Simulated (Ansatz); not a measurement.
Reaction (SMILES): [Br][Ge][Br] + 3 [H][H] (H2) → 2 Br (HBr) + [GeH4] (GeH4)
Geometries: B3LYP-D3(BJ)/def2-TZVP minima from Ansatz (an electronic-structure program).

Wanted: energy of full hydrogenation (electronic energy difference), in eV. Valence correlation only, unless marked. No spin-orbit coupling. The frozen core is the preceding noble-gas configuration, with the filled d and f shells of earlier blocks. Non-relativistic. Basis-set limits of correlation are two-point, X^-3; Hartree-Fock from the larger set.

| level | program | energy of full hydrogenation (eV) |
|---|---|---|
| PBE-D4/def2-TZVPD | Ansatz + dftd4 | 0.85 |
| revPBE-D4/def2-TZVPD | Ansatz + dftd4 | [?] |
| PBE0-D3(BJ)/def2-TZVP | Ansatz + dftd3 | 0.59 |
| HSE06-D4/def2-TZVPD | Ansatz + dftd4 | 0.58 |
| CCSD/cc-pVQZ | Ansatz | [?] |
| CCSD(T)/CBS(cc-pVTZ,cc-pVQZ) | Ansatz | [?] |

Question: Some entries are withheld; supply them.

Answer: 
- revPBE-D4/def2-TZVPD, energy of full hydrogenation (eV): 1.01
- CCSD/cc-pVQZ, energy of full hydrogenation (eV): 0.48
- CCSD(T)/CBS(cc-pVTZ,cc-pVQZ), energy of full hydrogenation (eV): 0.64
